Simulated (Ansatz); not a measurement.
Reaction (ligand exchange at the Al–C bond): `CO[CH2][AlH][F]` + `C[SeH]` → `C[Se][AlH][F]` + dimethyl ether

Calculated with Ansatz (gas phase, PBE0-D4/def2-TZVP geometries, no zero-point term in ΔE). CBS: MP2 limit from def2 TZ/QZ plus the TZ coupled-cluster correction, frozen cores. Functionals use def2-TZVPP. For Se outer-core shells are correlated without core-valence functions, which leaves a few kJ/mol of doubt a bond. Scalar relativity is left out up to krypton. One conformer a species, not always the lowest.

CCSD(T)/CBS gives -142.4 kJ/mol.

Q: Another level gave -138.9 kJ/mol. Which?
A. MP2/def2-TZVPP
B. HF/def2-TZVPP
C. ωB97M-V/def2-TZVPP
D. CCSD(T)/def2-TZVPP

A: D. CCSD(T)/def2-TZVPP -138.9, ωB97M-V -134.5, MP2/def2-TZVPP -144.3, HF/def2-TZVPP -150.4 kJ/mol.

Largest T1 diagnostic among the species: 0.012.

From PBE to PBE0 (25 % exact exchange), in def2-TZVPP and without D4, ΔE moves by −6.0 kJ/mol. In def2-TZVPP, CCSD(T) changes the Hartree–Fock value by +11.5 kJ/mol (the triples alone add +0.6 kJ/mol) and MP2 by +6.1 kJ/mol.
